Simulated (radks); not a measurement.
Results of a calculation; reference values are marked as such.
P4+, 11 electrons, occupied as [He] 2s1.75 2p6 3s1 4f0.25 (fractional occupations, a model configuration). Code: a radial shooting solver on a logarithmic mesh with Libxc functionals. Model: non-relativistic Kohn-Sham, PBE, spin-polarised, spherical densities, point nucleus; open shells are filled with parallel spins first.

Unscreened Slater integrals over Kohn-Sham orbitals (eV). They are taken over the spin-up orbitals. Empty in this configuration: 3p.

integral      value
F0(4f,4f)    6.6252
F2(4f,4f)    3.6474
F4(4f,4f)    2.4187
F6(4f,4f)    1.7830
F0(4f,3s)    8.1858
G3(4f,3s)    1.1178
F0(4f,2p)    8.3283
F2(4f,2p)   0.34645
G2(4f,2p)  0.022421
G4(4f,2p)  0.014374
F0(4f,2s)    8.3283
G3(4f,2s)  0.017222
F0(4f,3p)    8.1355
F2(4f,3p)    2.7176
G2(4f,3p)    1.6850
G4(4f,3p)    1.1168
F0(3s,3s)    15.622
F0(3s,2p)    20.571
G1(3s,2p)    1.7661
F0(3s,2s)    20.368
G0(3s,2s)    1.4033
F0(3s,3p)    15.081
G1(3s,3p)    10.137
F0(2p,2p)    52.305
F2(2p,2p)    24.194
F0(2p,2s)    49.589
G1(2p,2s)    29.452
F0(2p,3p)    19.641
F2(2p,3p)    3.8826
G0(2p,3p)    1.6454
G2(2p,3p)    1.6567
F0(2s,2s)    47.796
F0(2s,3p)    19.368
G1(2s,3p)    1.2786
F0(3p,3p)    14.603
F2(3p,3p)    7.5057

Derived for the open shells (J is the average intra-shell exchange parameter used in DFT+U). 4f: F4/F2 = 0.663, F6/F2 = 0.489, J = (286 F2 + 195 F4 + 250 F6)/6435 = 0.3047 eV.
